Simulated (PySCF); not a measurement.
Record of a relaxation.

Species: C₄H₁₂Si.
Bonds: C1–Si2, Si2–C3, Si2–C4, Si2–C5. Hydrogens: H6, H7, H8 on C1; H9, H10, H11 on C3; H12, H13, H14 on C4; H15, H16, H17 on C5.

Method: PBE0-D3(BJ)/def2-SVP geometry optimisation, gas phase (PySCF 2.14.0); density fitting, grid level 1; the optimiser is geomeTRIC in internal coordinates, started from a GFN2-xTB structure with every atom displaced at random (about 0.01 Å). The frame can shift and turn from step to step; on so coarse a grid that alone can change the energy by a few meV, and forces under 0.02 eV/Å are noise.

Step 0: E = -12208.7615 eV, largest atomic force 2.037 eV/Å
```
atom  x, y, z in Å  |  force x, y, z in eV/Å
C1     -0.386   -1.239   -1.415   -0.712   1.906  -0.097
Si2    -0.007   -0.005   -0.004    0.425   0.000  -0.227
C3     -0.012    1.783   -0.684    0.963  -0.578   1.540
C4     -1.287   -0.153    1.367   -0.755   0.335  -0.628
C5      1.713   -0.422    0.711   -0.829   0.493   0.478
H6     -1.384   -0.999   -1.856    0.368  -0.152   0.184
H7     -0.409   -2.244   -1.070    0.021  -1.352   0.448
H8      0.342   -1.143   -2.222    0.286  -0.029  -0.184
H9      0.241    2.507    0.126   -0.130  -0.310  -0.256
H10    -0.961    2.055   -1.079   -1.264   0.328  -0.549
H11     0.738    1.905   -1.453    0.464   0.047  -0.571
H12    -2.306    0.076    1.001    0.157   0.076  -0.177
H13    -1.379   -1.150    1.769    0.213  -0.778   0.299
H14    -1.134    0.529    2.199    0.334   0.339   0.378
H15     1.742   -1.437    1.117   -0.014  -0.259   0.056
H16     2.493   -0.323   -0.025    0.587  -0.017  -0.703
H17     1.979    0.270    1.529   -0.114  -0.049   0.009
```

Step 1: E = -12208.8782 eV, largest atomic force 0.342 eV/Å
```
atom  x, y, z in Å  |  force x, y, z in eV/Å
C1     -0.744   -0.868   -1.493    0.183  -0.279   0.077
Si2     0.034   -0.007   -0.011   -0.138   0.117   0.090
C3      0.309    1.818   -0.393   -0.220  -0.015  -0.203
C4     -1.212   -0.139    1.398   -0.041  -0.109   0.124
C5      1.670   -0.806    0.473    0.080  -0.031  -0.027
H6     -1.747   -0.462   -1.709    0.061  -0.038   0.012
H7     -0.842   -1.949   -1.261   -0.060   0.237  -0.156
H8     -0.123   -0.768   -2.396   -0.031  -0.034  -0.037
H9      0.623    2.378    0.502   -0.031   0.014  -0.015
H10    -0.641    2.251   -0.770    0.246   0.012   0.131
H11     1.074    1.963   -1.173   -0.030  -0.008   0.029
H12    -2.204    0.199    1.062   -0.039   0.026  -0.069
H13    -1.332   -1.176    1.761    0.060   0.075  -0.061
H14    -0.941    0.487    2.259    0.099   0.017   0.080
H15     1.552   -1.873    0.721   -0.029  -0.016  -0.030
H16     2.429   -0.726   -0.325   -0.106  -0.008   0.003
H17     2.087   -0.310    1.362   -0.003   0.039   0.052
```

Step 2: E = -12208.8940 eV, largest atomic force 0.166 eV/Å
```
atom  x, y, z in Å  |  force x, y, z in eV/Å
C1     -0.729   -0.876   -1.501    0.134  -0.075   0.062
Si2     0.023   -0.003   -0.007   -0.102   0.048   0.016
C3      0.301    1.820   -0.398   -0.075  -0.051  -0.087
C4     -1.209   -0.136    1.415   -0.049   0.013   0.039
C5      1.654   -0.806    0.476    0.068   0.011   0.054
H6     -1.726   -0.472   -1.730   -0.025   0.014  -0.024
H7     -0.839   -1.953   -1.288   -0.034   0.028  -0.039
H8     -0.102   -0.777   -2.401   -0.001   0.011   0.001
H9      0.620    2.380    0.494    0.009   0.003   0.013
H10    -0.635    2.272   -0.767    0.038   0.033   0.033
H11     1.067    1.958   -1.178    0.004  -0.009   0.002
H12    -2.205    0.206    1.088    0.013   0.006   0.010
H13    -1.317   -1.174    1.770    0.017  -0.002  -0.026
H14    -0.916    0.484    2.278    0.041  -0.018  -0.014
H15     1.528   -1.873    0.719   -0.019   0.003  -0.017
H16     2.402   -0.728   -0.330   -0.022  -0.005  -0.015
H17     2.075   -0.310    1.366    0.002  -0.011  -0.008
```

Step 3: E = -12208.8992 eV, largest atomic force 0.057 eV/Å
```
atom  x, y, z in Å  |  force x, y, z in eV/Å
C1     -0.716   -0.880   -1.504    0.003   0.014   0.005
Si2     0.010    0.000   -0.003   -0.024  -0.011   0.005
C3      0.292    1.819   -0.406    0.007  -0.011  -0.002
C4     -1.209   -0.134    1.429   -0.014   0.021  -0.022
C5      1.643   -0.805    0.480    0.011   0.042   0.038
H6     -1.709   -0.473   -1.752   -0.001   0.014  -0.020
H7     -0.838   -1.956   -1.306   -0.010  -0.047   0.014
H8     -0.075   -0.776   -2.394    0.015   0.018   0.011
H9      0.622    2.377    0.484    0.024  -0.006   0.003
H10    -0.635    2.289   -0.768   -0.042   0.020  -0.011
H11     1.057    1.945   -1.188    0.008  -0.006  -0.006
H12    -2.208    0.216    1.120    0.012   0.006   0.030
H13    -1.310   -1.175    1.773   -0.010  -0.019  -0.004
H14    -0.891    0.476    2.291    0.008  -0.014  -0.014
H15     1.509   -1.872    0.718   -0.007  -0.001  -0.002
H16     2.381   -0.730   -0.334    0.011  -0.004  -0.011
H17     2.072   -0.313    1.368    0.010  -0.017  -0.013
```

Step 4: E = -12208.9009 eV, largest atomic force 0.038 eV/Å
```
atom  x, y, z in Å  |  force x, y, z in eV/Å
C1     -0.711   -0.881   -1.505   -0.034   0.014  -0.012
Si2     0.002    0.001    0.000    0.008  -0.020   0.000
C3      0.287    1.818   -0.411    0.011   0.013   0.020
C4     -1.211   -0.133    1.437    0.007   0.004  -0.032
C5      1.637   -0.802    0.482   -0.012   0.032   0.011
H6     -1.699   -0.471   -1.769    0.006   0.010  -0.010
H7     -0.840   -1.958   -1.314    0.003  -0.027   0.018
H8     -0.057   -0.774   -2.385    0.015   0.006   0.010
H9      0.630    2.375    0.475    0.018  -0.006  -0.004
H10    -0.637    2.298   -0.767   -0.030   0.001  -0.009
H11     1.050    1.935   -1.198    0.000  -0.004  -0.008
H12    -2.211    0.226    1.143    0.004   0.010   0.020
H13    -1.313   -1.177    1.772   -0.016  -0.011   0.001
H14    -0.875    0.466    2.298   -0.001  -0.009   0.000
H15     1.499   -1.869    0.718    0.003  -0.003   0.004
H16     2.370   -0.730   -0.337    0.011  -0.003  -0.003
H17     2.073   -0.314    1.369    0.006  -0.008  -0.006
```

Step 5: E = -12208.9020 eV, largest atomic force 0.034 eV/Å
```
atom  x, y, z in Å  |  force x, y, z in eV/Å
C1     -0.709   -0.882   -1.506   -0.031   0.004  -0.014
Si2    -0.004    0.002    0.002    0.020  -0.011  -0.002
C3      0.284    1.817   -0.415    0.003   0.018   0.020
C4     -1.213   -0.133    1.441    0.014  -0.009  -0.017
C5      1.634   -0.799    0.483   -0.015   0.007  -0.010
H6     -1.691   -0.466   -1.785    0.008   0.003   0.000
H7     -0.845   -1.959   -1.316    0.006   0.002   0.011
H8     -0.042   -0.775   -2.376    0.007  -0.009   0.004
H9      0.642    2.372    0.467    0.007  -0.003  -0.006
H10    -0.641    2.303   -0.763   -0.005  -0.009   0.001
H11     1.041    1.926   -1.209   -0.007  -0.001  -0.008
H12    -2.211    0.241    1.163    0.000   0.012   0.003
H13    -1.323   -1.179    1.767   -0.014   0.000  -0.001
H14    -0.862    0.453    2.306   -0.003  -0.006   0.010
H15     1.494   -1.866    0.719    0.007  -0.001   0.005
H16     2.364   -0.729   -0.339    0.005  -0.001   0.004
H17     2.075   -0.312    1.368   -0.001   0.003   0.001
```

Step 6: E = -12208.9028 eV, largest atomic force 0.024 eV/Å
```
atom  x, y, z in Å  |  force x, y, z in eV/Å
C1     -0.710   -0.883   -1.506   -0.006  -0.002  -0.007
Si2    -0.007    0.002    0.002    0.019   0.002  -0.004
C3      0.283    1.816   -0.418   -0.004   0.009   0.010
C4     -1.213   -0.133    1.443    0.009  -0.014   0.004
C5      1.632   -0.797    0.484   -0.007  -0.013  -0.018
H6     -1.685   -0.461   -1.797    0.004  -0.002   0.005
H7     -0.852   -1.959   -1.313    0.001   0.018   0.002
H8     -0.031   -0.782   -2.368   -0.002  -0.017  -0.002
H9      0.656    2.370    0.459   -0.002   0.001  -0.005
H10    -0.646    2.305   -0.755    0.011  -0.010   0.009
H11     1.029    1.920   -1.221   -0.011   0.002  -0.006
H12    -2.207    0.260    1.177   -0.001   0.011  -0.010
H13    -1.338   -1.181    1.757   -0.008   0.007  -0.004
H14    -0.849    0.437    2.313    0.000  -0.005   0.011
H15     1.494   -1.863    0.722    0.006   0.001   0.005
H16     2.362   -0.730   -0.340   -0.002   0.001   0.006
H17     2.076   -0.309    1.366   -0.005   0.011   0.005
```

Step 7: E = -12208.9037 eV, largest atomic force 0.030 eV/Å
```
atom  x, y, z in Å  |  force x, y, z in eV/Å
C1     -0.711   -0.884   -1.505    0.025  -0.004   0.003
Si2    -0.007    0.001    0.002    0.011   0.013  -0.005
C3      0.282    1.815   -0.419   -0.008  -0.006  -0.006
C4     -1.213   -0.132    1.444   -0.003  -0.012   0.024
C5      1.632   -0.795    0.483    0.006  -0.025  -0.015
H6     -1.679   -0.453   -1.808   -0.002  -0.005   0.008
H7     -0.865   -1.957   -1.304   -0.006   0.021  -0.006
H8     -0.022   -0.797   -2.360   -0.011  -0.018  -0.007
H9      0.675    2.367    0.449   -0.008   0.004  -0.001
H10    -0.652    2.306   -0.739    0.018  -0.004   0.013
H11     1.013    1.915   -1.238   -0.010   0.006  -0.002
H12    -2.198    0.288    1.189    0.000   0.008  -0.017
H13    -1.362   -1.182    1.741   -0.001   0.008  -0.007
H14    -0.835    0.414    2.323    0.003  -0.004   0.007
H15     1.497   -1.861    0.727    0.001   0.003   0.002
H16     2.361   -0.731   -0.341   -0.007   0.003   0.005
H17     2.076   -0.304    1.363   -0.007   0.012   0.005
```

Step 8: E = -12208.9044 eV, largest atomic force 0.037 eV/Å
```
atom  x, y, z in Å  |  force x, y, z in eV/Å
C1     -0.713   -0.886   -1.503    0.035  -0.004   0.008
Si2    -0.005    0.001    0.002    0.003   0.012  -0.004
C3      0.282    1.815   -0.420   -0.006  -0.015  -0.015
C4     -1.211   -0.130    1.443   -0.010  -0.004   0.025
C5      1.634   -0.795    0.482    0.013  -0.018  -0.004
H6     -1.674   -0.446   -1.814   -0.006  -0.004   0.006
H7     -0.880   -1.955   -1.293   -0.011   0.012  -0.007
H8     -0.020   -0.816   -2.357   -0.012  -0.010  -0.007
H9      0.691    2.365    0.442   -0.007   0.004   0.003
H10    -0.657    2.307   -0.722    0.012   0.002   0.011
H11     0.997    1.916   -1.253   -0.004   0.006   0.001
H12    -2.187    0.315    1.193    0.002   0.003  -0.013
H13    -1.384   -1.182    1.723    0.003   0.005  -0.007
H14    -0.823    0.393    2.332    0.004  -0.002   0.001
H15     1.502   -1.860    0.732   -0.004   0.003  -0.001
H16     2.364   -0.733   -0.341   -0.007   0.003   0.002
H17     2.077   -0.298    1.360   -0.005   0.007   0.002
```

Step 9: E = -12208.9047 eV, largest atomic force 0.022 eV/Å
```
atom  x, y, z in Å  |  force x, y, z in eV/Å
C1     -0.715   -0.887   -1.501    0.021  -0.003   0.005
Si2    -0.002    0.000    0.001   -0.001   0.004  -0.002
C3      0.283    1.815   -0.420   -0.002  -0.010  -0.012
C4     -1.209   -0.129    1.442   -0.007   0.003   0.011
C5      1.637   -0.796    0.482    0.009  -0.003   0.004
H6     -1.674   -0.443   -1.811   -0.005   0.000   0.003
H7     -0.890   -1.953   -1.285   -0.007   0.002  -0.003
H8     -0.024   -0.828   -2.357   -0.007  -0.001  -0.004
H9      0.699    2.364    0.439   -0.002   0.001   0.003
H10    -0.658    2.307   -0.712    0.002   0.004   0.004
H11     0.990    1.919   -1.259    0.000   0.003   0.002
H12    -2.179    0.330    1.191    0.002   0.000  -0.004
H13    -1.395   -1.180    1.713    0.002   0.000  -0.003
H14    -0.818    0.384    2.335    0.002  -0.001  -0.002
H15     1.505   -1.860    0.734   -0.004   0.001  -0.002
H16     2.366   -0.735   -0.342   -0.003   0.001  -0.001
H17     2.078   -0.296    1.358   -0.001   0.000  -0.001
```

**Question.** Summarise the path.

**Answer.** The energy falls by 0.1431 eV from step 0 to step 9; nine tenths of that is first reached at step 2. It falls at every step. The largest force goes from 2.037 to 0.022 eV/Å. Among the bonds C1–H7 changes most (a near tie, within 0.001 Å, with another), from 1.063 to 1.102 Å; the atoms move by 0.032 Å rms after alignment.

What follows is the cost of the whole optimisation. The run took 54 s wall on Arm Neoverse V2, one thread, shared host with 192 logical CPUs at a one-minute load of 18, and the process peaked at 0.60 GiB of memory.
